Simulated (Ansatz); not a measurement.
Geometry optimisation, DFT PBEsol, scalar-relativistic, plane waves, PAW in Ansatz.

Input:

```yaml
accuracy: low
crystal:
  lattice:
    - [-2.29, -3.966396, 0.0]
    - [3.435, -1.983198, 0.0]
    - [0.0, 0.0, 7.17686]
  atoms:
    - { symbol: Be, position: [0.75, 0.5, 0.0] }
    - { symbol: Be, position: [0.5, 0.3333333, 0.25] }
    - { symbol: Be, position: [0.75, 0.5, 0.5] }
    - { symbol: Be, position: [0.5, 0.3333333, 0.75] }
    - { symbol: Be, position: [0.5, 0.0, 0.0] }
    - { symbol: Be, position: [0.25, 0.8333333, 0.25] }
    - { symbol: Be, position: [0.5, 0.0, 0.5] }
    - { symbol: Be, position: [0.25, 0.8333333, 0.75] }
    - { symbol: Be, position: [0.25, 0.5, 0.0] }
    - { symbol: Be, position: [0.0, 0.3333333, 0.25] }
    - { symbol: Be, position: [0.25, 0.5, 0.5] }
    - { symbol: Be, position: [0.0, 0.3333333, 0.75] }
    - { symbol: Be, position: [0.0, 0.0, 0.0] }
    - { symbol: Be, position: [0.75, 0.8333333, 0.25] }
    - { symbol: Be, position: [0.0, 0.0, 0.5] }
    - { symbol: Be, position: [0.75, 0.8333333, 0.75] }
    - { symbol: Be, position: [0.742949, 0.1708632, 0.3903911] }
basis:
  ecutwfc: 420.0
kpoints:
  mp_grid: { grid: [3, 3, 2] }
hamiltonian:
  xc: pbesol
scf:
  occupations: { method: fermi_dirac, width: 0.1 }
  lower_state_search: "off"
relax:
  f_tol: 0.08
  max_steps: 25
  adjacent_minimum: "off"
output:
  write_density: true
  write_potential: true
  elf: true
  volumetric_format: npy
```

Launched with:

```bash
$ ansatz run input.yaml --threads 1 --pin off --max-ram 3072MiB --backend cpu --events-out ev --progress --plain --runs-dir out
```

Where does it end, and by what steps?

The run converged. The threshold is loose, so the end isn't yet a minimum. Limits of this set-up: coarse k mesh, low accuracy level. After 13 steps the energy has fallen by 4.334 eV; Be7 moved furthest, 0.96 Å. Joined: Be7–Be12.

```json
{"step": "0", "energy less start (eV)": "0.0000", "largest force component (eV/Å)": "5.380", "accepted": "yes"}
{"step": "1", "energy less start (eV)": "-1.8801", "largest force component (eV/Å)": "2.982", "accepted": "yes"}
{"step": "2", "energy less start (eV)": "-3.2991", "largest force component (eV/Å)": "0.835", "accepted": "yes"}
{"step": "3", "energy less start (eV)": "-3.6104", "largest force component (eV/Å)": "0.532", "accepted": "yes"}
{"step": "4", "energy less start (eV)": "-3.7101", "largest force component (eV/Å)": "0.242", "accepted": "yes"}
{"step": "5", "energy less start (eV)": "-3.9304", "largest force component (eV/Å)": "0.457", "accepted": "yes"}
{"step": "6", "energy less start (eV)": "-4.0166", "largest force component (eV/Å)": "0.513", "accepted": "yes"}
{"step": "7", "energy less start (eV)": "-4.1459", "largest force component (eV/Å)": "0.177", "accepted": "yes"}
{"step": "8", "energy less start (eV)": "-4.1613", "largest force component (eV/Å)": "0.751", "accepted": "yes"}
{"step": "9", "energy less start (eV)": "-4.2041", "largest force component (eV/Å)": "0.189", "accepted": "yes"}
{"step": "10", "energy less start (eV)": "-4.2757", "largest force component (eV/Å)": "0.209", "accepted": "yes"}
{"step": "11", "energy less start (eV)": "-4.2496", "largest force component (eV/Å)": "0.798", "accepted": "no"}
{"step": "12", "energy less start (eV)": "-4.3244", "largest force component (eV/Å)": "0.108", "accepted": "yes"}
{"step": "13", "energy less start (eV)": "-4.3336", "largest force component (eV/Å)": "0.024", "accepted": "yes"}
```

```xyz
17
Lattice="-2.2900 -3.9664 0.0000 3.4350 -1.9832 0.0000 0.0000 0.0000 7.1769" Properties=species:S:1:pos:R:3
Be -0.015 -4.174 -0.230
Be 0.039 -2.832 1.521
Be 0.588 -4.010 3.327
Be 0.181 -2.946 5.202
Be -1.054 -1.962 -0.308
Be 2.201 -2.899 1.910
Be -1.143 -1.436 4.383
Be 2.160 -2.007 5.599
Be 1.108 -2.029 0.076
Be 1.160 -0.687 1.827
Be 0.969 -1.911 3.568
Be 0.570 -0.842 5.443
Be -0.032 -0.079 0.039
Be 1.181 -4.779 1.556
Be -0.216 -0.061 3.523
Be 1.358 -4.793 5.247
Be -1.011 -2.858 3.179
```

The run took 22 s on 1 thread of Intel(R) Xeon(R) 6975P-C (Granite Rapids), on a shared host, peak memory 0.4 GiB.
